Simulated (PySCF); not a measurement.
Species: C6H10Si.
Structure used (GFN2-xTB), in Å, numbered top down from 1:
```
atom  x, y, z in Å
C1    -2.6919    0.1151    0.2203
C2    -1.7923    0.3973   -0.7128
C3    -0.3660    0.0618   -0.6790
Si4    0.2180   -1.6855   -0.2176
C5     0.3599   -0.0189    0.6816
C6     1.6554    0.6467    0.8446
C7     2.5682    0.8399   -0.0982
H8    -3.7237    0.4016    0.1129
H9    -2.4389   -0.4058    1.1287
H10   -2.1156    0.9135   -1.6092
H11    0.2018    0.5847   -1.4397
H12    1.4210   -2.2004   -0.8436
H13   -0.7963   -2.6233    0.2250
H14   -0.2960    0.1392    1.5296
H15    1.8655    0.9903    1.8508
H16    3.4963    1.3422    0.1118
H17    2.4277    0.5136   -1.1151
```

The closed-shell SCF was solved with PySCF and density fitting under several settings on one GFN2-xTB geometry (grid level 2 and gas phase unless stated).

```tsv
settings	basis functions	SCF cycles	E (Eh)	HOMO (eV)	LUMO (eV)	dipole (D)
PBE0/pcSseg-1	176	14	-523.6010	-6.36	-0.53	0.70
PBE0/def2-SVPD	224	14	-523.3952	-6.36	-0.61	0.64
wB97X/3-21G, grid level 1	87	10	-521.1595	-8.41	1.98	0.45
LC-wPBE/pcSseg-1, level shift 0.2 Eh, fitting basis def2-qzvpp-jkfit	176	12	-523.7592	-8.88	1.61	0.86
PBE0/pcSseg-0, energy threshold 1e-08 Eh	87	9	-522.7835	-6.51	-0.37	0.76
```

Task: Estimate the rows for these settings: (1) B97-D/pcseg-1, energy threshold 1e-08 Eh, fitting basis def2-universal-jkfit; (2) HF/pcSseg-0; (3) PW91/6-31++G**.

Result: 
| settings | basis functions | SCF cycles | E (Eh) | HOMO (eV) | LUMO (eV) | dipole (D) |
| --- | --- | --- | --- | --- | --- | --- |
| B97-D/pcseg-1, energy threshold 1e-08 Eh, fitting basis def2-universal-jkfit | 152 | 10 | -523.7972 | -5.31 | -1.29 | 0.63 |
| HF/pcSseg-0 | 87 | 10 | -520.9003 | -8.66 | 3.12 | 1.01 |
| PW91/6-31++G** | 190 | 15 | -523.9216 | -5.39 | -1.56 | 0.55 |

Task: Over all rows, what range does the HOMO–LUMO gap span?

Result: From 3.83 eV (PW91/6-31++G**) to 11.78 eV (HF/pcSseg-0). The functional of the narrowest has no exact exchange, that of the widest 100 % exact exchange.

Task: And the dipole moment?

Result: From 0.45 D (wB97X/3-21G, grid level 1) to 1.01 D (HF/pcSseg-0); the largest is 2.24 times the smallest, and the median is 0.67 D.

Task: Compare two rows with the functional PBE0: PBE0/pcSseg-0, energy threshold 1e-08 Eh and PBE0/pcSseg-1. Which energy is lower, and by how much?

Result: PBE0/pcSseg-1 (176 functions) lies 0.8175 Eh or 513 kcal/mol below PBE0/pcSseg-0, energy threshold 1e-08 Eh (87 functions).

B97-D ran without the empirical dispersion term, which would shift the total energy alone. Cycle counts include a coarse-grid stage where the run had one. All basis functions are spherical, in the Pople sets too.

One conformer stands for the species.
